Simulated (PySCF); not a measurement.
Frontier orbitals and the lowest excitations

Compound: C6H10OSi2.
Structure used (PBE0-D3(BJ)/def2-SVP), in Å, numbered top down from 1:
```xyz
19
C6H10OSi2 angstrom
Si    -1.5492    1.0666   -1.1521
C     -2.4021    0.2661    0.3285
C     -1.9513   -0.7282    1.1149
Si    -0.2899   -1.5916    0.9836
C      1.0273   -0.4398    0.3366
C      1.8141   -0.4626   -0.7891
C      2.6211    0.7111   -0.7552
C      2.2710    1.3635    0.3920
O      1.3227    0.6836    1.0526
H     -1.0894    0.0407   -2.1364
H     -2.5643    1.9352   -1.8250
H     -0.3944    1.9261   -0.7526
H     -3.4044    0.6623    0.5506
H     -2.6127   -1.0796    1.9212
H      0.0761   -2.1095    2.3368
H     -0.3426   -2.7412    0.0285
H      1.8020   -1.2321   -1.5588
H      3.3626    1.0307   -1.4840
H      2.6067    2.2910    0.8500
```

Method used: PySCF 2.14.0, density-fitted response routines, TDDFT wB97X-D/def2-SVPD, vertical, gas phase, core orbitals frozen in the response.

Frontier orbitals with the atoms that hold most of them (Löwdin shares over 4%, at most four atoms; ? is withheld):

| orbital | ε (eV) | atoms |
| --- | --- | --- |
| HOMO-3 | -10.40 | C2 20%, C3 18%, Si1 10%, Si4 9% |
| HOMO-2 | -10.07 | C7 25%, C6 20%, O9 18%, C8 8% |
| HOMO-1 | -9.74 | C3 33%, C2 32%, Si1 7%, Si4 6% |
| HOMO | ? | ? |
| LUMO | 0.62 | ? |
| LUMO+1 | 1.20 | C5 16%, C8 15%, C6 15%, O9 13% |
| LUMO+2 | 2.08 | Si1 26%, Si4 14%, C2 7%, H10 6% |

(1) Which atoms hold the HOMO, and with what shares?

(2) Which atoms hold the LUMO, and with what shares?

(3) What is the HOMO energy, and the HOMO–LUMO gap?

## Answers

(1) C5 (bonded to C, O and Si) 26%; C8 (bonded to C, O and H) 24%; C7 (bonded to 2 C and H) 14%; C6 (bonded to 2 C and H) 14%.

(2) C2 (bonded to C, Si and H) 30%; C3 (bonded to C, Si and H) 29%; Si1 (bonded to C and 3 H) 11%; Si4 (bonded to 2 C and 2 H) 10%. By element: carbon 60% or more, silicon 22%.

(3) ε(HOMO) = -8.60 eV; the gap is 9.23 eV (0.3391 hartree).

The HOMO–LUMO gap is 9.23 eV. Where does the response calculation put the lowest singlet, and from which orbitals?

S1 is at 5.45 eV (f = 0.013), 3.78 eV below the gap, made of HOMO→LUMO (69%), HOMO-3→LUMO (17%), HOMO-2→LUMO (9%). 

One configuration dominates each of S2 and S4. Which, and how do the shares of the two leading atoms of either orbital change from the occupied to the empty one?

- S2 (5.74 eV, f 0.195), HOMO→LUMO+1 (81%): C5 26% → 16%, C8 24% → 15%
- S4 (6.44 eV, f 0.276), HOMO-1→LUMO (78%): C3 33% → 29%, C2 32% → 30%

Löwdin shares depend on the basis, the more so with diffuse functions.

One conformer stands for the species.
